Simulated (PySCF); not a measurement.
SMILES c1ccc(Sc2ccco2)cc1 (GFN2-xTB optimised geometry):

```
20

C      0.688     2.952    -0.033
C      1.384     1.755    -0.026
C      0.705     0.551     0.000
C     -0.681     0.551     0.000
S     -1.610    -0.970     0.050
C     -0.566    -2.023    -0.879
C     -0.160    -3.304    -0.637
C      0.611    -3.679    -1.764
C      0.611    -2.603    -2.596
O     -0.110    -1.595    -2.074
C     -1.385     1.746     0.000
C     -0.697     2.945    -0.013
H      1.225     3.889    -0.051
H      2.464     1.755    -0.033
H      1.252    -0.381     0.021
H     -0.381    -3.889     0.231
H      1.099    -4.618    -1.924
H      1.073    -2.427    -3.547
H     -2.464     1.728     0.009
H     -1.244     3.875    -0.014
```

Method: PySCF 2.14.0 with CAM-B3LYP/def2-SVP.

What are the frontier orbital energies and the dipole moment?

HOMO-2 -8.63 eV, HOMO-1 -8.40 eV, HOMO -7.10 eV, LUMO 0.80 eV, LUMO+1 0.99 eV; dipole moment 1.37 D.

On the same geometry PySCF with PBE/def2-SVP gives HOMO-2 -6.40 eV, HOMO-1 -6.12 eV, HOMO -4.95 eV, LUMO -1.24 eV, LUMO+1 -1.10 eV; dipole moment 1.31 D.

Meta-Löwdin charges at CAM-B3LYP/def2-SVP: C1 -0.11, C2 -0.09, C3 -0.11, C4 -0.05, S5 0.12, C6 0.07, C7 -0.17, C8 -0.16, C9 0.05, O10 -0.24, C11 -0.11, C12 -0.10, H13 0.10, H14 0.11, H15 0.11, H16 0.12, H17 0.12, H18 0.12, H19 0.11, H20 0.11.
